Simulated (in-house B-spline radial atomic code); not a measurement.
Radial electron density of Pr, [Xe] 4f3 6s2. Level of theory: scalar-relativistic (X2C) r2SCAN, spin-polarised, spherical fractional occupations, Fermi nucleus of rms radius 4.8919 fm; calculated with a radial B-spline atomic code at the basis-set limit.

One-electron X2C: radii and densities carry no picture-change correction, so inner-shell <1/r> comes out high (for 1s by about 2 % at Z = 33, 5 % at 54, 10 % at 75, 30 % at 118) and <r> low.

Columns: r (bohr), 4πr²n(r) (electrons per bohr), bar.

```
0.000675    2.474 #
0.000849    3.513 ##
 0.00107    4.979 ##
 0.00134    6.949 ###
 0.00169    9.729 ####
 0.00213    13.48 ######
 0.00268     18.4 ########
 0.00337    24.73 ###########
 0.00424     32.6 ##############
 0.00533    41.91 ##################
  0.0067    52.25 #######################
 0.00843    62.73 ###########################
  0.0106     71.8 ###############################
  0.0133    77.62 ##################################
  0.0168    78.82 ##################################
  0.0211    75.34 #################################
  0.0266    69.89 ###############################
  0.0334     67.9 ##############################
  0.0421    74.26 ################################
  0.0529    88.16 #######################################
  0.0666    100.7 ############################################
  0.0838    99.96 ############################################
   0.105    86.27 ######################################
   0.133    74.98 #################################
   0.167    80.56 ###################################
    0.21    88.72 #######################################
   0.264    74.97 #################################
   0.332     46.1 ####################
   0.418    32.49 ##############
   0.526    37.53 ################
   0.661    36.51 ################
   0.832    23.83 ##########
    1.05    13.19 ######
    1.32    9.404 ####
    1.66    7.051 ###
    2.08    4.064 ##
    2.62    1.763 #
     3.3   0.8659 
    4.15   0.6308 
    5.22   0.4181 
    6.57   0.1865 
    8.26  0.04971 
    10.4 0.007172 
    13.1 0.0005279 
    16.5 1.729e-05
```

On this grid the curve has 4 maxima, near 0.0168, 0.0666, 0.21, 0.526 bohr.

The 4f up radial function P(r) = rR(r), positive near the nucleus:

```csv
r (bohr),P
0.0334,0.001298
0.0529,0.006186
0.0838,0.02618
0.133,0.09415
0.21,0.2668
0.332,0.5695
0.526,0.8706
0.832,0.906
1.32,0.6676
2.08,0.3714
3.3,0.1567
5.22,0.05382
8.26,0.01175
13.1,0.00118
```
